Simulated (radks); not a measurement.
The numbers below are computed, except where a source is named.
Trend from Zr2+ to Cd2+: ionisation energy by Delta-SCF between NIST ground configurations, and size. Level of theory: scalar-relativistic Kohn-Sham, PBEsol, spin-polarised, spherical densities, finite nucleus; open shells are filled with parallel spins first (spin-orbit coupling, left out, can overturn this in heavy ions); Fermi nuclear charge, rms radius of each element as measured or else 0.836 A^(1/3) + 0.57 fm (a radial shooting solver on a logarithmic mesh with Libxc functionals).

\begin{tabular}{lrrrrr}
species & configuration & IE (eV) & NIST (eV) & kind & -e(HOMO) (eV) \\ \hline
Zr2+ & [Kr] 4d2 & 23.139 & 23.170 & semi-emp. & 17.922 (4d) \\
Nb2+ & [Kr] 4d3 & 25.534 & 25.040 & semi-emp. & 19.972 (4d) \\
Mo2+ & [Kr] 4d4 & 27.809 & 27.1 & semi-emp. & 21.920 (4d) \\
Tc2+ & [Kr] 4d5 & 30.002 & 29.550 & semi-emp. & 23.800 (4d) \\
Ru2+ & [Kr] 4d6 & 28.430 & 28.470 & semi-emp. & 22.341 (4d) \\
Rh2+ & [Kr] 4d7 & 30.921 & 31.060 & semi-emp. & 24.486 (4d) \\
Pd2+ & [Kr] 4d8 & 33.292 & 32.930 & semi-emp. & 26.533 (4d) \\
Ag2+ & [Kr] 4d9 & 35.577 & 34.8 & semi-emp. & 28.510 (4d) \\
Cd2+ & [Kr] 4d10 & 37.802 & 37.47 & exp. & 30.439 (4d) \\
\end{tabular}

Reference values: NIST Atomic Spectra Database (exp. = measured, semi-emp. = semi-empirical, theory = theoretical value adopted there). Open shells are spherical and high-spin; term and fine-structure splittings are not resolved.
